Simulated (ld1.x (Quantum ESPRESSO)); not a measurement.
Reading a pseudo-wave (nitrogen)

Columns: radius, all-electron u(r) and pseudo u(r) of the 2p shell (level -7.57 eV) of nitrogen in the configuration [He] 2s1 2p4; PW91, scalar-relativistic, ultrasoft scheme, ld1.x (Quantum ESPRESSO) 7.5.

| r (bohr) | all-electron | pseudo |
| --- | --- | --- |
| 0.128 | 0.1101 | 0.0103 |
| 0.255 | 0.2984 | 0.0400 |
| 0.382 | 0.4722 | 0.0868 |
| 0.510 | 0.6070 | 0.1478 |
| 0.638 | 0.6999 | 0.2180 |
| 0.765 | 0.7553 | 0.2918 |
| 0.893 | 0.7806 | 0.3650 |
| 1.020 | 0.7829 | 0.4316 |
| 1.148 | 0.7685 | 0.4887 |
| 1.275 | 0.7430 | 0.5323 |
| 1.402 | 0.7101 | 0.5611 |
| 1.530 | 0.6725 | 0.5748 |
| 1.658 | 0.6326 | 0.5740 |
| 1.785 | 0.5922 | 0.5606 |
| 1.912 | 0.5520 | 0.5374 |
| 2.040 | 0.5125 | 0.5072 |
| 2.168 | 0.4744 | 0.4732 |
| 2.295 | 0.4384 | 0.4383 |
| 2.422 | 0.4044 | 0.4044 |
| 2.550 | 0.3721 | 0.3721 |
| 2.678 | 0.3419 | 0.3419 |
| 2.805 | 0.3141 | 0.3141 |
| 2.932 | 0.2883 | 0.2883 |
| 3.060 | 0.2642 | 0.2642 |
| 3.188 | 0.2421 | 0.2421 |
| 3.315 | 0.2219 | 0.2219 |

**Question.** How many radial nodes do the two functions have?

**Answer.** The all-electron 2p function has n − l − 1 = 0; the pseudo-wave has 0.

**Question.** At about which radius was the pseudo-wave matched?

**Answer.** 2.55 bohr. The columns agree to 0.0005 from 2.29 bohr on; several derivatives are matched, so the curves merge somewhat inside the radius.

**Question.** Is the pseudo-wave norm-conserving?

**Answer.** No, it belongs to an ultrasoft set: the norm inside the radius is not constrained, and the difference is carried by the augmentation charge.
